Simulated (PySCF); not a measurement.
A ladder of Hamiltonians for Bi⁷³⁺ (bismuth, charge +73)

Occupied: 1s1/2, 2s1/2, 2p1/2, 2p3/2. Hartree-Fock calculated with PySCF 2.14 in an even-tempered Gaussian basis (18 s from 20 bohr⁻², ratio 2.3; 16 p from 24 bohr⁻², ratio 2.3), Gaussian nucleus throughout. NR is non-relativistic, sf-X2C the spin-free one-electron X2C Hamiltonian, X2C adds the bare one-electron spin-orbit term, X2C-SNSO screens it by Boettger's factors, DC is four-component Dirac-Coulomb, and the Gaunt term is added at first order (total energies over the DC spinors, levels after relaxing the spinors in that mean field). QED terms are absent. Levels marked empty are virtual spinors of this ion.

| Hamiltonian | E (hartree) | E − E(DC) (hartree) | CPU seconds |
| --- | --- | --- | --- |
| NR | -13064.7905 | 1263.6289 | 0.63 |
| sf-X2C | -14287.6833 | 40.7360 | 0.57 |
| X2C | -14321.8688 | 6.5506 | 0.58 |
| X2C-SNSO | -14320.0711 | 8.3483 | 0.58 |
| DC | -14328.4194 | 0.0000 | 23 |
| DC+Gaunt | -14307.5681 | 20.8513 | 37 |

```tsv
level (eV)	NR	sf-X2C	X2C	X2C-SNSO	DC	DC+Gaunt
1s1/2	-88412.1	-98124.4	-98091.9	-98093.6	-98224.0	-97878.2
2s1/2	-20290.3	-23135.5	-23127.4	-23127.8	-23148.0	-23108.7
2p1/2	-19857.7	-20813.1	-22608.8	-22554.9	-22572.0	-22503.1
2p3/2	-19857.7	-20813.1	-20139.1	-20154.2	-20167.2	-20123.6
3s1/2 (empty)	-8532.4	-9439.7	-9438.2	-9438.3	-9443.2	-9432.5
3p1/2 (empty)	-8383.7	-8774.4	-9259.7	-9245.4	-9249.9	-9231.9
3p3/2 (empty)	-8383.7	-8774.4	-8588.4	-8592.6	-8595.4	-8584.0
```

```
interval (eV)      sf-X2C    X2C  X2C-SNSO     DC  DC+Gaunt
2p3/2 − 2p1/2  -1.494e-09   2470      2401   2405      2379
3p3/2 − 3p1/2  -2.046e-09  671.3     652.8  654.5     648.0
```

Weight of the small component: 1s1/2 0.101, 2s1/2 0.0239, 2p1/2 0.0238, 2p3/2 0.0211, 3s1/2 0.00949, 3p1/2 0.00942, 3p3/2 0.00870.

Koopmans' value for the highest occupied level at DC+Gaunt: 20123.6 eV, against an ionisation energy of 20130 ± 90 eV (theoretical estimate listed by NIST; NIST Atomic Spectra Database, ionization energies); the former lacks relaxation, correlation, QED and recoil.

The whole ladder took 68 s of wall time on 1 thread of Intel(R) Xeon(R) Platinum 8375C CPU @ 2.90GHz (shared host), launched as `OMP_NUM_THREADS=1 python relrun2.py TASK.json OUT` (a driver that calls PySCF for each Hamiltonian).

Dirac-Coulomb iterations, started from the X2C spinors:

```
with_ssss True, with_gaunt False, with_breit False
light speed = 137.03599967994
init E= -14191.4580730684
cycle= 1 E= -14328.4156867749  delta_E= -137  |g|= 4.69  |ddm|= 0.142
cycle= 2 E= -14328.4193901997  delta_E= -0.0037  |g|= 0.0541  |ddm|= 0.0043
cycle= 3 E= -14328.4193925165  delta_E= -2.32e-06  |g|= 0.00126  |ddm|= 0.000149
cycle= 4 E= -14328.4193925179  delta_E= -1.34e-09  |g|= 7.22e-06  |ddm|= 3.02e-06
```
